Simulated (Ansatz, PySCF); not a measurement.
System: C₂H₂O, net charge 0, singlet state. 
Geometry from a B3LYP-D3(BJ)/def2-TZVP (Ansatz, an electronic-structure program) optimisation:
SMILES: C#CO
```xyz
5

C      1.3080    -0.1153    -0.1364
C      0.1216    -0.0059    -0.0156
O     -1.1689     0.1846     0.0722
H      2.3584    -0.2191    -0.2392
H     -1.5848    -0.5301     0.5735
```

Dipole moments at this geometry, in debye (magnitudes).

```
level                program  dipole (D)
-------------------  -------  ----------
M06-L/def2-TZVPD       PySCF        1.70
B97M-V/def2-TZVPD     Ansatz        1.67
r2SCANh/def2-TZVPD    Ansatz        1.69
MN15/def2-TZVPD        PySCF        1.64
HSE06/def2-TZVPD      Ansatz           ?
CCSD(T)/aug-cc-pVDZ   Ansatz           ?
```

Problem. Fill in the missing entries.

Solution. 
- HSE06/def2-TZVPD, dipole (D): 1.66
- CCSD(T)/aug-cc-pVDZ, dipole (D): 1.61
